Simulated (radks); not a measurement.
The numbers below are computed, except where a source is named.
Be, configuration [He] 2s2 (the NIST ground configuration). Code: a radial shooting solver on a logarithmic mesh with Libxc functionals. Model: non-relativistic Kohn-Sham, exchange-only PBE, spin-polarised, spherical densities, point nucleus.

Local quantities along the radius. ELF = 1/(1 + alpha^2) is the electron localisation function; alpha = (tau - tau_W)/tau_unif compares the Pauli kinetic energy density with that of the uniform gas (summed over spins); r v_xc is r times the local exchange-correlation potential of spin up (hartree bohr); 4 pi r^2 rho is in e/bohr; -r V(r) is the screened charge that the Kohn-Sham potential of spin up presents (atomic units).

r (bohr)	ELF	alpha	r v_xc	4 pi r^2 rho	-r V(r)
0.0218	1.000	2.154e-06	-0.1054	0.1795	3.923
0.02727	1.000	3.550e-06	-0.1210	0.2688	3.893
0.03411	1.000	5.926e-06	-0.1399	0.3983	3.856
0.04234	1.000	9.865e-06	-0.1616	0.5743	3.811
0.05297	1.000	0.00001707	-0.1882	0.8254	3.752
0.06627	1.000	0.00003028	-0.2193	1.162	3.679
0.08291	1.000	0.00005543	-0.2548	1.593	3.589
0.1029	1.000	0.0001030	-0.2930	2.094	3.484
0.1287	1.000	0.0002054	-0.3356	2.673	3.352
0.161	1.000	0.0004348	-0.3795	3.249	3.198
0.1999	1.000	0.0009610	-0.4202	3.703	3.028
0.2501	1.000	0.002394	-0.4564	3.944	2.833
0.3128	1.000	0.006681	-0.4807	3.837	2.624
0.3914	1.000	0.02148	-0.4865	3.341	2.404
0.4858	0.994	0.07797	-0.4706	2.575	2.185
0.6077	0.887	0.3574	-0.4390	1.689	1.960
0.7603	0.233	1.812	-0.4205	0.9644	1.756
0.9436	0.029	5.825	-0.4350	0.5817	1.588
1.181	0.046	4.562	-0.2926	0.5156	1.242
1.477	0.567	0.8732	-0.4586	0.6512	1.188
1.848	0.989	0.1067	-0.5421	0.7826	1.051
2.293	1.000	0.01221	-0.5486	0.7648	0.8672
2.869	1.000	0.001043	-0.5138	0.5881	0.6818
3.589	1.000	0.00006178	-0.4572	0.3505	0.5303
4.455	1.000	2.412e-06	-0.4167	0.1649	0.4428
5.573	1.000	4.036e-08	-0.3883	0.05575	0.3950
6.972	1.000	2.687e-10	-0.3095	0.01276	0.3106
8.723	1.000	4.594e-13	-0.1866	0.001777	0.1867
10.83	1.000	1.538e-12	-0.08976	0.0001511	0.08976

On this mesh the ELF has minima near r = 1.1 bohr, which separate the shells.
